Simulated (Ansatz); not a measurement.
Consider the substitution at a C–O bond: `COC(C)Cl` + `C[N]=[Mo](=[O])([OH])[F]` → `C[N]=[Mo](=[O])([F])[O]C` + `CC(O)Cl`.

Program: Ansatz. Geometries: PBE0-D4/def2-TZVP. ΔE: electronic, gas phase. CCSD(T)/CBS adds triple-zeta CCSD(T) − MP2 to the extrapolated MP2 energy (def2 sets, frozen cores). Functionals use def2-TZVPP. B3LYP here is the variant with VWN-RPA as its local correlation; programs differ in this. HSE06 is defined as in plane-wave codes. Elements past krypton have def2 core potentials. For Mo outer-core shells are correlated without core-valence functions, which leaves a few kJ/mol of doubt a bond. Each species was taken in one conformer, which may not be the lowest.

`COC(C)Cl`:

```xyz
12

C    -1.180   -0.482    1.381
O    -0.140    0.267    0.791
C     0.144   -0.066   -0.503
C     1.402    0.628   -0.936
Cl   -1.222    0.422   -1.630
H    -0.973   -1.557    1.318
H    -2.137   -0.271    0.895
H    -1.228   -0.184    2.428
H     0.191   -1.153   -0.637
H     2.227    0.300   -0.298
H     1.284    1.707   -0.834
H     1.632    0.389   -1.973
```

`C[N]=[Mo](=[O])([OH])[F]`:

Cartesian coordinates in Å:
```
C -1.753 0.013 0.130
N -0.357 0.211 0.297
Mo 1.262 -0.347 0.167
O 1.197 -1.870 -0.529
O 2.205 0.832 -0.950
F 1.988 -0.412 1.881
H -1.964 -0.950 -0.350
H -2.253 0.044 1.103
H -2.172 0.815 -0.487
H 1.846 1.665 -1.262
```

`C[N]=[Mo](=[O])([F])[O]C`:

```xyz
13

C     0.694   -1.969    0.983
N    -0.209   -1.006    0.461
Mo   -1.045   -0.300   -0.868
O    -0.555   -1.122   -2.247
F    -2.879   -0.474   -0.567
O    -0.535    1.482   -0.964
C     0.272    2.339   -0.198
H     1.517   -1.467    1.503
H     0.181   -2.606    1.710
H     1.110   -2.598    0.188
H     1.179    2.584   -0.757
H     0.548    1.876    0.754
H    -0.280    3.261    0.001
```

`CC(O)Cl`:

```xyz
9

C     0.540   -0.652    0.386
C    -0.553    0.120   -0.307
O    -0.829    1.336    0.269
Cl   -0.094    0.321   -2.062
H     0.693   -1.621   -0.088
H     1.482   -0.099    0.345
H     0.261   -0.804    1.431
H    -1.491   -0.431   -0.338
H    -0.008    1.830    0.365
```

Task: Is it downhill or uphill in electronic energy at CCSD(T)/CBS, and by how much? (Estimate.)

Result: Ansatz gave: Uphill: ΔE = +8.4 kJ/mol.

Task: What do these levels give: B3LYP-D4, r2SCANh-D4, HSE06-D4, BLYP, MP2/def2-TZVPP, HF/def2-QZVPP? (Estimate.)

Result: Ansatz gave: B3LYP-D4 6.0, r2SCANh-D4 8.2, HSE06-D4 6.8, BLYP 4.9, MP2/def2-TZVPP 6.8, HF/def2-QZVPP 6.8 kJ/mol.

Largest T1 diagnostic among the species: 0.022, so the coupled-cluster value is less sure than usual.

Leaving LDA and LC-ωPBE aside and taking each functional with its dispersion term where it has one, the values, not all of them listed here, spread over 4.8 kJ/mol, from BLYP-D4 to ωB97M-V. LDA lies +3.8 kJ/mol from PBE without D4. At CCSD(T), def2-SVP lies −6.7 kJ/mol from the extrapolated value and def2-TZVPP −1.4 kJ/mol.
